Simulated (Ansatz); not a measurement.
`C[SiH2][Si](F)(F)F` → `[CH2]` (triplet) + `F[Si](F)(F)[SiH3]` at 298.15 K and 1 bar (formal loss of a carbene).

Isolated molecules relaxed with PBE0-D4/def2-TZVP in Ansatz; ΔE leaves out vibrations. CCSD(T)/CBS is the MP2 limit (def2-TZVPP, def2-QZVPP) plus CCSD(T) − MP2 in def2-TZVPP, frozen cores. This one scheme is used for every species. Triplets are unrestricted, without spin–orbit coupling. Each species was taken in one conformer, which may not be the lowest.

```csv
species,CCSD(T)/CBS energy (Eh),H − E (kJ/mol),S (J/(mol·K))
`C[SiH2][Si](F)(F)F`,-918.81998,192.6,389.5
`[CH2]` (triplet),-39.09499,55.4,195.3
`F[Si](F)(F)[SiH3]`,-879.54323,111.3,341.5
```

H − E and S are ideal-gas, rigid-rotor, harmonic terms from PBE0-D4/def2-TZVP, for one conformer and one mirror image of each species, with the whole ground term of open shells counted as degenerate. 1 Eh = 2625.50 kJ/mol, R = 8.31446 J/(mol·K).

Problem. By hand: ΔE, ΔH, ΔS and ΔG.

Solution. ΔE = (-39.09499) + (-879.54323) − (-918.81998) = 0.18176 Eh = 477.2 kJ/mol. Δ(H − E) = 55.4 + 111.3 − 192.6 = -25.9, so ΔH = 451.3 kJ/mol. ΔS = 195.3 + 341.5 − 389.5 = 147.3 J/(mol·K). ΔG = 451.3 − 298.15 × (147.3)/1000 = 407.4 kJ/mol.

Problem. By hand: the equilibrium constant, and the temperature at which ΔG would vanish if ΔH and ΔS stayed fixed.

Solution. log₁₀ K = −ΔG/(RT ln 10) = -71.4. ΔG = 0 at ΔH/ΔS = 3064 K, far beyond where these terms or the molecules hold.

The number of gas molecules changes by +1, which sets the sign of ΔS. A doubt of 5 kJ/mol in ΔE shifts log₁₀ K by 0.9 here. Other conformers and mirror images would add mixing entropy, several J/(mol·K) or more a flexible species. Modes under 60 cm⁻¹, often nearly free rotors, make the harmonic entropy too high. A triplet takes part, so the spin changes. These are equilibria of isolated gas molecules and say nothing of rates. Largest T1 diagnostic: 0.013 (customary marks: 0.02 for closed shells, 0.045 for open ones).
